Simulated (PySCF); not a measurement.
**Basis and Hamiltonian dependence of the ionisation energy of K²⁺**

K²⁺ [Ne] 3s2 3p5 (2P) → K³⁺ [Ne] 3s2 3p4 (3P). Calculated with PySCF 2.14 from differences of total energies of unrestricted determinants, without spin-orbit coupling. Values in eV.

| basis | Hamiltonian | functions | UHF | PBE0 | MP2 (valence) | CCSD(T) (valence) |
| --- | --- | --- | --- | --- | --- | --- |
| x2c-SVPall | spin-free X2C | 24 | 46.917 | 48.321 | 47.225 | 47.261 |
| def2-SVP | non-relativistic | 24 | 46.918 | n/a | 47.227 | 47.264 |
| cc-pVDZ-X2C | spin-free X2C | 27 | 46.800 | n/a | 46.828 | 46.829 |
| def2-TZVP | non-relativistic | 33 | 44.445 | 45.753 | 45.427 | 45.477 |
| pcseg-2 | non-relativistic | 33 | 44.610 | n/a | 45.541 | 45.613 |
| aug-cc-pVDZ-X2C | spin-free X2C | 36 | 46.778 | 48.178 | 46.809 | 46.810 |
| cc-pVTZ-X2C | spin-free X2C | 43 | 46.296 | 47.679 | 46.860 | 46.933 |

Frozen in the all-electron rows: valence: [Ne] 3s2.

At CCSD(T) (valence), x2c-SVPall, def2-SVP lie more than 0.3 eV from the median of the rows with comparable relativity. Sets contracted for the neutral atom can be stiff in a shell that they treat as core.

Non-relativistic rows lack the scalar-relativistic shift.

Between the lowest levels the reference is 45.803 eV (semi-empirical (NIST evaluation); NIST Atomic Spectra Database, ionization energies); it includes spin-orbit coupling, which these numbers lack.
